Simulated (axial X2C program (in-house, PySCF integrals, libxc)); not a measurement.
## TeC⁻: from the spin-free to the two-component result

All values were computed with an axial X2C code built on PySCF integrals. Spin-free means the one-electron spin-free X2C Hamiltonian; two-component (2c) means X2C with spin–orbit coupling and atomic mean-field two-electron Coulomb and Gaunt terms, so the difference of the two also holds small scalar two-electron terms. Basis: Te dyall-acv3z [12s13p9d5f1g], C dyall-av3z [8s7p3d2f] (cores contracted in-house); Gaussian nuclei, density fitting, unrestricted open shells. Masses: Te 129.906 u, C 12.000 u.

Spin-free state: M_S = 1/2, Λ = 1 (beyond evenly filled blocks: π+α); fragments Te- + C.

| level | Re (Å) | ωe (cm⁻¹) | De (eV) | μ (D) |
| --- | --- | --- | --- | --- |
| PBE0 | 1.993 | 689.8 | 3.731 | -3.90 |
| BP86 | 2.014 | 652.8 | 4.120 | -3.96 |

Dipoles are positive if C is the positive end and refer to the centre of mass.

Question: Within this multiplet, which Ω should lie lowest by the rule for regular and inverted multiplets?

Answer: The open π shell holds one electron, so the multiplet is regular: Ω = Λ − 1/2 = 1/2. The PBE0 2c search agrees.

Two-component determinant lowest at the distance of the search:

Ω = 1/2 (⟨Sz⟩ = -0.50, ⟨Lz⟩ = 1.00 at PBE0); fragments Te- + C.

```json
{"level": "PBE0", "Re (Å)": "1.998", "ωe (cm⁻¹)": "679.7", "De (eV)": "3.648", "μ (D)": "-4.07"}
{"level": "BP86", "Re (Å)": "2.019", "ωe (cm⁻¹)": "644.3", "De (eV)": "4.023", "μ (D)": "-4.12"}
```

Question: From the two tables, how do the constants change at the PBE0 level (2c against spin-free)?

Answer: At the PBE0 level Re increases by 0.005 Å and ωe decreases by 10.1 cm⁻¹; De is not compared, since the atomic limits differ or miss part of their spin–orbit lowering.

The state is a single determinant with fixed occupations, the lowest that a limited PBE0 search found. Dissociation energies refer to the lowest single-determinant-based atoms at the same level and basis. Density functionals use the spin component along the axis (collinear). The 2c atoms are single determinants rather than J levels; their spin–orbit lowering is only partly caught, and De is too large by that part. This holds for PBE0, BP86. The functionals have no current-density term, which raises determinants with orbital currents, atoms included. The highest occupied level of some functionals is positive through self-interaction error; at Hartree–Fock it is bound. The determinant is spin-polarised beyond a pure state at some levels (its spin-free form has ⟨S²⟩ too high), which makes Re and μ there less reliable.
